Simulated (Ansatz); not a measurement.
```yaml
crystal:
  periodic: [false, false, false]
  atoms:
    - {symbol: N, position_ang: [1.853641, -0.592642, 2.095876]}
    - {symbol: C, position_ang: [1.156890, -0.114761, 1.276846]}
    - {symbol: Si, position_ang: [0.276840, 0.679962, 0.120629]}
    - {symbol: P, position_ang: [-1.449526, -0.964847, -0.374012]}
    - {symbol: H, position_ang: [0.928481, 0.985290, -1.075602]}
    - {symbol: H, position_ang: [-0.498769, 1.848572, 0.471133]}
    - {symbol: H, position_ang: [-0.227177, -1.894455, -0.883228]}
    - {symbol: H, position_ang: [-1.712315, -0.474583, -1.643798]}
basis:
  gaussian: {orbitals: ANO-RCC-VTZP, final_grid: {core_spheres: 1, valence_spheres: 1, degree: 5}}
magnetization: {spin_polarized: true, initial_magnetization: 0}
hamiltonian: {xc: {name: r2SCAN}}
scf: {lower_state_search: off}
```

```sh
$ ansatz run in.yaml --threads 2 --pin off --events-out ev --progress --plain --max-ram 4352MiB
```

It prints (some lines left out):

```
Functional definition: r2SCAN
1346 factors; their error is unknown
mean field evaluation 1: about -19792.4552 eV, gradient 2.8e1 eV
mean field evaluation 2: about -19789.1107 eV, gradient 3.7e1 eV
mean field evaluation 4: about -19795.9604 eV, gradient 2.7e0 eV
mean field evaluation 8: about -19764.9716 eV, gradient 7.3e1 eV
mean field evaluation 16: about -19778.5825 eV, gradient 9.8e-2 eV
a density is far from that of the atoms, so the factors are made again for it
1252 factors; integrals over basis functions are off by at most 7.4e-4 eV
mean field evaluation 32: about -19795.9619 eV, gradient 3.7e-1 eV
mean field -19778.58152789 eV, -726.8494647459 hartree, gradient 8.2e-6 eV, S^2 0.000000; 0 other end points of the search recorded, 0 dependent functions left out
reference -19778.58170943 eV, -726.8494714174 hartree; 23, 23 occupied and 161, 161 virtual orbitals, 1252 factors
Total energy: -19778.58170943 eV, -726.8494714174 hartree
Relativity: scalar
Checks for a lower state left out: stability, starts, cluster_reference, orbital_swaps, neighbouring_geometries, increment
```

Q: What is wrong with this run?

A: The integration grid is far too coarse. The calculation finished and met its thresholds. The result belongs to that input, not to the molecule as meant.
